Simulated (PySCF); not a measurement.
# Low-lying terms of Zn²⁺ (zinc, charge +2)

Ground state [Ar] 3d10, ¹S. Computed with PySCF 2.14 in aug-cc-pVDZ-PP with one added diffuse shell each of s, p, d, f type with ECP10MDF (6s6p5d3f, 70 functions), with a scalar-relativistic core potential. Vertical excitation energies in eV without spin-orbit coupling; excited terms of each kind are numbered among those the solver found. Frozen: 3s2 3p6.

| term | leading excitation | EOM-EE-CCSD |
| --- | --- | --- |
| 1 3D | 3d → s | 10.153 |
| 1 1D | 3d → s | 10.654 |
| 1 3P° | 3d → p | 16.993 |
| 1 3F° | 3d → p | 17.335 |
| 1 1F° | 3d → p | 17.587 |
| 1 1D° | 3d → p | 17.930 |
| 1 3D° | 3d → p | 17.945 |
| 1 1P° | 3d → p | 18.138 |
| 1 3F | 3d → d | 26.672 |
| 1 3G | 3d → d | 26.673 |
| 1 1G | 3d → d | 26.747 |
| 2 3D | 3d → s | 28.256 |
| 2 1D | 3d → s | 28.334 |

The solver can miss terms. Rydberg members are limited by the diffuse functions of the basis.
